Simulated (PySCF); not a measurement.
Two species compared at the same levels of theory.

First species: C3H11NO2Si3.
Cartesian coordinates in Å at the GFN2-xTB level; atoms count from 1:
```
atom  x, y, z in Å
O1     4.1565   -0.0326   -0.3831
C2     3.1218    0.4822   -0.7017
C3     1.7520   -0.1057   -0.4721
C4     1.3717    0.2099    0.9782
Si5   -0.3420   -0.4994    1.3975
N6    -1.4187   -0.1098    0.0942
Si7   -3.1492   -0.2657    0.2590
Si8   -0.7306    0.1698   -1.4858
O9     0.8538    0.4747   -1.3688
H10    3.0806    1.4879   -1.1607
H11    1.7895   -1.1943   -0.6128
H12    2.1337   -0.2033    1.6365
H13    1.3812    1.2935    1.1003
H14   -0.8354    0.1318    2.6227
H15   -0.2166   -1.9582    1.5413
H16   -3.7464    0.6789   -0.6825
H17   -3.5625   -1.6363   -0.0588
H18   -3.4660    0.0501    1.6500
H19   -0.9660   -1.0283   -2.2966
H20   -1.2126    1.4145   -2.0598
```

Second species: C2H10Cl2OSi3.
Z-matrix (Å and degrees, GFN2-xTB geometry), rows numbered from 1:
```
C 
O   1  1.3929
Si  2  1.6305  1  128.08
Si  3  2.3088  2   98.05  1   177.85
Cl  4  2.0376  3  105.05  2   171.40
Si  3  2.3345  2  110.49  1   -54.87
C   6  1.9117  3  109.11  2  -156.03
Cl  7  1.7835  6  108.90  3  -179.04
H   1  1.0928  2  110.75  3    52.68
H   1  1.0902  2  108.32  3   172.69
H   1  1.0921  2  110.42  3   -67.69
H   3  1.4869  2  108.00  1    62.41
H   4  1.4672  3  118.12  2   -72.32
H   4  1.4669  3  117.41  2    55.49
H   6  1.4736  3  115.76  2    84.71
H   6  1.4733  3  114.26  2   -37.42
H   7  1.0876  6  113.24  3    62.53
H   7  1.0874  6  113.04  3   -60.91
```

Levels: PBE0/pcSseg-1 for HOMO energy, LUMO energy and HOMO–LUMO gap. Geometries: GFN2-xTB. Each species is one conformer at its optimised geometry, gas phase, non-relativistic unless stated. Electronic properties by PySCF.

Dipoles, sizes and rotational constants follow the conformer. The torsions of the flexible species, by atom-mapped SMILES:
- `[CH3:1][O:2][Si@@H:3]([SiH2:4][Cl:5])[SiH2:6][CH2:7][Cl:8]`: C1–O2–Si3–Si4 178°, O2–Si3–Si4–Cl5 171°, O2–Si3–Si6–C7 -156°, Si3–Si6–C7–Cl8 -179°

The conformers of `O=C[C@H]1C[SiH2]N([SiH3])[SiH2]O1` aren't listed.

Values for the first species:

```
HOMO energy   : -7.46 eV
LUMO energy   : -0.97 eV
HOMO–LUMO gap : 6.49 eV
```

Question: Estimate the same properties for the second species, and the change in each.

Answer: 
| property | first | second | second less first |
| --- | --- | --- | --- |
| HOMO energy | -7.46 eV | -7.67 eV | -0.21 eV |
| LUMO energy | -0.97 eV | -1.55 eV | -0.58 eV |
| HOMO–LUMO gap | 6.49 eV | 6.12 eV | -0.37 eV |

